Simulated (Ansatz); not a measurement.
Ansatz (a quantum-chemistry and plane-wave program) input (SVWN5/def2-TZVP):

Ansatz 0.2 input:
```yaml
crystal:
  periodic: [false, false, false]
  atoms:
    - {symbol: S, position_ang: [-1.27126078, -0.27002223, -0.00852405]}
    - {symbol: S, position_ang: [0.62485943, -0.25329308, 0.00830410]}
    - {symbol: O, position_ang: [1.29280268, 1.04663060, 0.00043989]}
basis:
  gaussian:
    orbitals: def2-TZVP
hamiltonian:
  xc: {name: SVWN5}
relax: {f_tol: 0.003, max_steps: 100}
```

Output:

```
Functional definition: SVWN5
integrals: 0.03 GiB planned
673 factors; their error is unknown
mean field: 0.23 GiB planned
mean field evaluation 1: about -23624.5386 eV, gradient 6.1e1 eV
mean field evaluation 2: about -23526.0002 eV, gradient 1.9e2 eV
mean field evaluation 4: about -23626.7426 eV, gradient 3.7e1 eV
mean field evaluation 8: about -23630.7884 eV, gradient 3.5e-1 eV
mean field evaluation 16: about -23630.7829 eV, gradient 1.6e-4 eV
mean field -23630.78288929 eV, -868.4152536616 hartree, gradient 1.8e-5 eV, S^2 0.000000; 0 other end points of the search recorded, 0 dependent functions left out
the calculation of the forces begins
reference -23630.78291288 eV, -868.4152545285 hartree; 20, 20 occupied and 85, 85 virtual orbitals, 673 factors
relax step   1: F+E_penalty+E_count = -23630.78288929 eV  Δ(F+E_penalty+E_count) = +0.000e0 eV  max|allowed force component| = 1.888e-1 eV/Å  Δτ_max = 0.0000 Å  (30 SCF iters, accepted)
these checks for a lower state are left out or cut short: starts, cluster_reference, orbital_swaps, neighbouring_geometries, increment
integrals: 0.03 GiB planned
673 factors; their error is unknown
mean field: 0.23 GiB planned
mean field -23630.78327601 eV, -868.4152678731 hartree, gradient 2.6e-5 eV, S^2 0.000000; 0 other end points of the search recorded, 0 dependent functions left out
the calculation of the forces begins
reference -23630.78329961 eV, -868.4152687403 hartree; 20, 20 occupied and 85, 85 virtual orbitals, 673 factors
relax step   2: F+E_penalty+E_count = -23630.78327601 eV  Δ(F+E_penalty+E_count) = -3.867e-4 eV  max|allowed force component| = 6.754e-2 eV/Å  Δτ_max = 0.0021 Å  (31 SCF iters, accepted)
these checks for a lower state are left out or cut short: starts, cluster_reference, orbital_swaps, neighbouring_geometries, increment
integrals: 0.03 GiB planned
673 factors; their error is unknown
mean field: 0.23 GiB planned
mean field evaluation 32: about -23630.7833 eV, gradient 1.2e-5 eV
mean field -23630.78333249 eV, -868.4152699486 hartree, gradient 1.2e-5 eV, S^2 0.000000; 0 other end points of the search recorded, 0 dependent functions left out
the calculation of the forces begins
reference -23630.78335609 eV, -868.4152708159 hartree; 20, 20 occupied and 85, 85 virtual orbitals, 673 factors
relax step   3: F+E_penalty+E_count = -23630.78333249 eV  Δ(F+E_penalty+E_count) = -5.648e-5 eV  max|allowed force component| = 9.103e-3 eV/Å  Δτ_max = 0.0007 Å  (24 SCF iters, accepted)
these checks for a lower state are left out or cut short: starts, cluster_reference, orbital_swaps, neighbouring_geometries, increment
integrals: 0.03 GiB planned
673 factors; their error is unknown
mean field: 0.23 GiB planned
mean field -23630.78333341 eV, -868.4152699825 hartree, gradient 2.6e-5 eV, S^2 0.000000; 0 other end points of the search recorded, 0 dependent functions left out
the calculation of the forces begins
reference -23630.78335701 eV, -868.4152708498 hartree; 20, 20 occupied and 85, 85 virtual orbitals, 673 factors
relax step   4: F+E_penalty+E_count = -23630.78333341 eV  Δ(F+E_penalty+E_count) = -9.220e-7 eV  max|allowed force component| = 2.098e-4 eV/Å  Δτ_max = 0.0001 Å  (20 SCF iters, accepted)
integrals: 0.03 GiB planned
673 factors; their error is unknown
mean field: 0.23 GiB planned
mean field -23630.78333341 eV, -868.4152699825 hartree, gradient 2.6e-5 eV, S^2 0.000000; 1 other end points of the search recorded, 0 dependent functions left out
the calculation of the forces begins
reference -23630.78335701 eV, -868.4152708498 hartree; 20, 20 occupied and 85, 85 virtual orbitals, 673 factors
Total energy: -23630.78335701 eV, -868.4152708498 hartree
Atom 0 at    -1.269204    -0.270154    -0.008504 Å, force    -0.000029     0.000093    -0.000001 eV/Å
Atom 1 at     0.622283    -0.253752     0.008286 Å, force     0.000105    -0.000210     0.000003 eV/Å
Atom 2 at     1.293323     1.047221     0.000438 Å, force    -0.000076     0.000117    -0.000002 eV/Å
Dipole moment:    -0.081308    -0.288565     0.002346 e Å
```
